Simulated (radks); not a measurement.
Values are calculated unless marked as measured or tabulated.
Question: Radial electron density D(r) = 4 pi r^2 rho(r) of an atom or ion with 55 electrons. Code: a radial shooting solver on a logarithmic mesh with Libxc functionals. Model: scalar-relativistic Kohn-Sham, RPBE, spin-unpolarised, spherical densities, point nucleus.

r (bohr),D(r) (e/bohr)
0.001715,5.597
0.002362,9.363
0.003227,15.07
0.004444,23.67
0.006071,35.04
0.008361,48.98
0.01142,62.21
0.01573,70.83
0.02149,70.70
0.02959,64.53
0.04043,64.11
0.05568,78.48
0.07606,93.09
0.1047,84.29
0.1431,67.73
0.1971,75.53
0.2692,73.88
0.3708,39.22
0.5065,27.31
0.6975,30.93
0.9606,17.50
1.312,8.022
1.807,5.696
2.469,2.872
3.4,0.7901
4.645,0.2798
6.397,0.1624
8.739,0.05666
12.03,0.008379
16.44,0.0003745

What is the nuclear charge?

Answer: Z = 55. The innermost maximum, from 1s, lies near gamma/Z bohr with gamma = sqrt(1 - (Z/c)^2) = 0.916, here 0.0167 bohr (found: 0.0183), and its height grows with Z. The density is that of neutral caesium in [Xe] 6s1; the configuration itself is not fixed sharply by these data, and Z only to a few units. D(r) has 4 maxima, at r = 0.0183, 0.0804, 0.229, 0.649 bohr, and minima at 0.0353, 0.151, 0.475 bohr, inside which lie 1.97, 11.16, 28.92 electrons.
